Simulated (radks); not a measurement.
The numbers below are computed, except where a source is named.
The rhenium anion Re- inside a hard spherical wall (all orbitals vanish at R), configuration held at [Xe] 4f14 5d6 6s2 and not refilled when levels cross. Level of theory: scalar-relativistic Kohn-Sham, LDA (Slater exchange, VWN5 correlation), spin-unpolarised, spherical densities, finite nucleus; Fermi nuclear charge, rms radius 5.3698 fm (a radial shooting solver on a logarithmic mesh with Libxc functionals). Eigenvalues in eV, with the zero of energy where the potential of the charges vanishes at infinity; a dash marks a level that is unbound or too diffuse for the functional's potential to be trusted. A positive occupied level is held by the wall or, in an anion where self-interaction has pushed it up, behind a barrier. The pressure on the wall is -dE/dV.

R (bohr)  E (hartree)  kinetic (hartree)    e(5p)    e(4f)   e(6s)   e(5d)  e(6p, empty)  e(7s, empty)  pressure (GPa)
15        -16679.9130          18420.464  -39.346  -34.627  -0.031   1.659         2.809         3.074         0.00121
12        -16679.9120          18420.469  -39.230  -34.510   0.053   1.764         3.228         4.167          0.0111
8         -16679.8948          18420.563  -38.349  -33.618   0.746   2.559         4.794         9.022           0.541
7         -16679.8707          18420.682  -37.592  -32.842   1.379   3.234         5.897        12.386            1.76
5         -16679.6277          18421.708  -33.332  -28.344   5.484   7.050        12.150        30.174            28.2
4         -16679.0338          18423.906  -27.538  -21.938  12.701  12.602        22.371        56.661             155
3.5       -16678.2581          18426.638  -22.502  -16.133  20.695  17.904        33.302        83.034             420
3         -16676.5590          18432.582  -14.636   -6.785  36.190  26.980        53.694        129.19            1320
1.5       -16610.4432          18645.691   124.01   122.72  405.10  200.88        468.13        915.10          200000
